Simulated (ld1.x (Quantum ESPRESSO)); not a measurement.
**antimony: one change to an RRKJ potential, before and after**

| Item | Value |
| --- | --- |
| Element | Sb (Z = 51) |
| Generator | ld1.x (Quantum ESPRESSO) 7.5 |
| Type | norm-conserving RRKJ (Kleinman–Bylander form) |
| Functional | revPBE |
| Relativity | scalar-relativistic |
| Frozen core | [Kr] 4d10 |
| Valence charge | 5 |
| Reference configuration | 5s2 5p3 |
| Partial waves | 5p (bound): rc 1.80 bohr; 5s (bound): rc 1.90 bohr |
| Local potential | the s channel |
| Core correction | Bessel-smoothed model core inside 1.60 bohr |
| rho0 | 0.02 |

Change: all radii but the core radius scaled by about 1.40 (s 2.66, p 2.52 bohr).

Cutoffs: the cutoffs (Ry, on a coarse ladder) from which the occupation-weighted sum of valence levels, in a spherical-Bessel basis at the reference potential, stays within 10 and 1 mRy of its value at 400 Ry; they do not see the model core or the augmentation charge, which bear on the density cutoff. Errors are all-electron minus pseudo energies relative to the spin-unpolarised reference configuration.

Question: What does the change do?

Answer: The potential gets softer (30 Ry and 40 Ry → 18 Ry and 25 Ry); of the 7 tests that both files solve, the error grows in 3 and shrinks in 3 by more than 15 % and 0.3 meV (median size 24.9 → 42.2 meV); neither file shows a bound ghost. A larger radius leaves more room for a smooth pseudo-wave, so fewer plane waves are needed.

| quantity | base | changed |
| --- | --- | --- |
| cutoff, loose | 30 Ry | 18 Ry |
| cutoff, tight | 40 Ry | 25 Ry |
| loose cutoff by channel (10 mRy a level) | p 21 Ry, s 12 Ry | p 15 Ry, s 8 Ry |
| bound ghosts | none | none |
| error for 5s2 5p2, meV [ΔE 8.26 eV] | -5.4 | -3.2 |
| error for 5s2 5p1, meV [ΔE 24.15 eV] | -38 | -18 |
| error for 5s2 5p0, meV [ΔE 48.44 eV] | -151 | -67 |
| error for 5s0 5p5, meV [ΔE 16.38 eV] | -44 | -181 |
| error for 5s1 5p4, meV [ΔE 8.09 eV] | -11 | -42 |
| error for 5s2 5p2.5, meV [ΔE 3.24 eV] | -1.2 | -0.9 |
| error for 5s1 5p3, meV [ΔE 16.98 eV] | -25 | -52 |
